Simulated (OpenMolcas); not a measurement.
**Computed transition rates of Br II**

* Program: OpenMolcas 26.06
* Method: CASSCF
* Basis: ANO-RCC-VQZP [7s6p4d2f1g]
* Scalar Hamiltonian: DKH2, point nucleus
* Active space: 4 electrons in 3 orbitals (4p)
* State averaging: 2S+1 = 3 even, 3 roots; 2S+1 = 1 even, 6 roots
* Spin-orbit coupling: RASSI with atomic mean-field integrals over the reference wave functions, term energies averaged over their components

Rates come from the transition moments of the reference wave functions (E1 and E2 in the length form). At fixed line strength A goes as λ^-3 for E1 and M1 and as λ^-5 for E2, so a rate at the computed wavelength can be rescaled to the measured one. Measured vacuum wavelengths follow from level energies in NIST Handbook of Basic Atomic Spectroscopic Data. Branching counts decays inside the model space alone, at computed energies, and the table is only a selection of the E2 and M1 lines, drawn from those between levels with measured partners whose computed energy lies within a factor of 1.5 of the measured one.

| Upper | Lower | Type | λ computed (nm) | λ measured (nm) | A computed (s-1) | A rescaled (s-1) | Branching % |
| --- | --- | --- | --- | --- | --- | --- | --- |
| 4s² 4p⁴ ³P₀ | 4s² 4p⁴ ³P₁ | M1 | 11900 | 14270 | 3.16e-02 | 1.83e-02 | 98.1 |
| 4s² 4p⁴ ³P₁ | 4s² 4p⁴ ³P₂ | M1 | 3531 | 3188 | 5.05e-01 | 6.86e-01 | 100.0 |
| 4s² 4p⁴ ³P₀ | 4s² 4p⁴ ³P₂ | E2 | 2723 | 2606 | 6.14e-04 | 7.65e-04 | 1.9 |
| 4s² 4p⁴ ¹D₂ | 4s² 4p⁴ ³P₁ | M1 | 860 | 1117 | 3.49e-01 |  | 14.8 |
| 4s² 4p⁴ ¹D₂ | 4s² 4p⁴ ³P₂ | M1 | 691.5 | 827.2 | 1.98e+00 |  | 83.9 |
| 4s² 4p⁴ ¹D₂ | 4s² 4p⁴ ³P₂ | E2 | 691.5 | 827.2 | 2.92e-02 |  | 1.2 |
| 4s² 4p⁴ ¹S₀ | 4s² 4p⁴ ¹D₂ | E2 | 522.5 | 633.8 | 9.27e+00 | 3.53e+00 | 27.2 |
| 4s² 4p⁴ ¹S₀ | 4s² 4p⁴ ³P₁ | M1 | 325 | 404.4 | 2.41e+01 |  | 70.8 |
| 4s² 4p⁴ ¹S₀ | 4s² 4p⁴ ³P₂ | E2 | 297.6 | 358.8 | 6.98e-01 |  | 2.0 |

Spin-changing lines and M1 lines between different terms are not rescaled, since their strength hangs on the term gaps too.

The largest correction is for 4s² 4p⁴ ¹S₀ → 4s² 4p⁴ ¹D₂ (E2): 9.27e+00 × (522.5 / 633.8)^5 = 3.53e+00 s-1, a factor of 0.38.

No measured rate stands beside these. Rescaling mends the energy factor alone: line strengths can still be far off where a level mixes with configurations outside the active space, and weak or spin-changing lines hang on small mixing coefficients that depend on the term gaps too, so rescaling need not improve them.

Without dynamic correlation excited terms often stand tens of per cent too high (terms of higher spin than the ground term too low), and those without a measured partner can miss by more than the paired ones. With the s shell closed, the reference lacks s² → p² mixing. Measured partners are found by configuration, term and J. A level has none where our copy of the source lacks it or the pairing is in doubt (some pairs that miss far off the trend of their configuration count as doubtful). Only configurations of the active space appear.
